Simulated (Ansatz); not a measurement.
Species: H$_{3}$FS$_{3}$Si, SMILES `F[Si](S)(S)S` (charge 0, multiplicity 1).

Question: Give a relaxed geometry from PBE0-D3(BJ)/def2-TZVP in Ansatz (a quantum-chemistry and plane-wave program).

Answer: Several could match; the one computed here: the end point of this relaxation, one of several conformers (outside a Z-matrix the atoms follow the SMILES, hydrogens last).
Z-matrix (Å, degrees):
```
Si
F 1 1.5930
S 1 2.1115 2 112.18
H 3 1.3459 1 93.90 2 73.98
S 1 2.1162 2 109.23 3 118.71
H 5 1.3457 1 93.55 2 50.08
S 1 2.1164 2 103.37 6 99.93
H 7 1.3440 1 92.67 2 -169.14
```
